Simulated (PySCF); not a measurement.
Match each property card to its molecule.

Structures:
1. `O(C1[SiH2]C(=CC=1)N(C)C)C`
2. `C(O[SiH2]O)(=C)N1CCCC1`
3. `[H]/N=C(\C=N\[H])CCS[SiH3]`

Card P (geometry GFN2-xTB):
* Rotational constants A, B, C: 2.916, 0.611, 0.515 GHz
* 13C chemical shifts (computed TMS as zero) by class (GIAO PBE0/pcSseg-1): 164.1 (1 C), 149.6 (1 C), 120.6 (1 C), 111.9 (1 C), 57.3 (1 C), 44.4 (2 C) ppm
* Dipole moment (PBE0/pcSseg-1): 1.43 D
* Point group: C1

Card Q (geometry GFN2-xTB):
* Rotational constants A, B, C: 2.633, 0.839, 0.699 GHz
* Dipole moment (PBE0/pcSseg-1): 4.80 D
* 13C chemical shifts (computed TMS as zero) by class (GIAO PBE0/pcSseg-1): 183.9 (1 C), 172.1 (1 C), 41.2 (1 C), 31.7 (1 C) ppm
* Isotropic shieldings of nuclei other than C and H, by class (GIAO PBE0/pcSseg-1): -119 (1 N), -94 (1 N), 400 (1 Si), 674 (1 S) ppm
* Point group: C1

Card R (geometry GFN2-xTB):
- Rotational constants A, B, C: 2.489, 0.602, 0.499 GHz
- Isotropic shieldings of nuclei other than C and H, by class (GIAO PBE0/pcSseg-1): 173 (1 N), 207 (1 O), 304 (1 O), 384 (1 Si) ppm
- 13C chemical shifts (computed TMS as zero) by class (GIAO PBE0/pcSseg-1): 160.7 (1 C), 59.5 (1 C), 50.5 (2 C), 29.5 (2 C) ppm
- HOMO energy (PBE0/pcSseg-1): -5.46 eV

Species are written as SMILES; each is one conformer at its optimised geometry, gas phase, non-relativistic unless stated; the electronic structure was computed with PySCF and density fitting. NMR classes are plain means over equivalent atoms (diastereotopic ones count apart unless rotation or inversion swaps them), as if these changed places fast.

Problem. Which card belongs to which structure?

Solution. P = 1, Q = 3, R = 2. What ties each card to its structure:
- 1 (card P), C7H13NOSi, monoisotopic mass 155.1 u, 10 heavy atoms: 7 C in 6 classes; the least shielded carbon (164.1 ppm) is a vinylic carbon bearing oxygen; an asymmetric top with C = 0.515 GHz; dipole 1.43 D.
- 2 (card R), C6H13NO2Si, monoisotopic mass 159.1 u, 10 heavy atoms: 6 C in 4 classes; the least shielded carbon (160.7 ppm) is a vinylic carbon bearing oxygen; an asymmetric top with C = 0.499 GHz, the lowest such constant on the cards.
- 3 (card Q), C4H10N2SSi, monoisotopic mass 146.0 u, 8 heavy atoms: 4 C in 4 classes; the least shielded carbon (183.9 ppm) is an imine carbon; an asymmetric top with C = 0.699 GHz, the highest such constant on the cards; dipole 4.80 D.
